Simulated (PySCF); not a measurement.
Dipole response of Ti²⁺ (titanium, charge +2)

[Ar] 3d2, high-spin 3F determinant. Computed with PySCF 2.14 in def2-TZVPPD (6s6p4d2f1g, 67 functions), with no relativity, point nucleus. Coupled (time-dependent) response in atomic units; α is the mean over directions.

```
 method  mean α (bohr³)  C₆ (like pair)  S(−4)
    UHF           4.194           12.72  11.40
    PBE           5.076           15.12  24.56
   PBE0           4.728           14.17  18.60
r2SCAN0           4.604           14.07  15.69
```

S(−4) is the Cauchy moment in α(ω) = α(0) + S(−4) ω² + …

α(iu) at PBE0:

| u (hartree) | α(iu) (bohr³) |
| --- | --- |
| 0 | 4.728 |
| 0.0500 | 4.683 |
| 0.100 | 4.557 |
| 0.200 | 4.172 |
| 0.300 | 3.762 |
| 0.500 | 3.104 |
| 0.750 | 2.522 |
| 1.00 | 2.084 |
| 1.50 | 1.466 |
| 2.00 | 1.068 |
| 3.00 | 0.6245 |
| 5.00 | 0.2807 |

For an ion, C₆ is the dispersion term alone; charge-induced terms of lower order in 1/R come first.
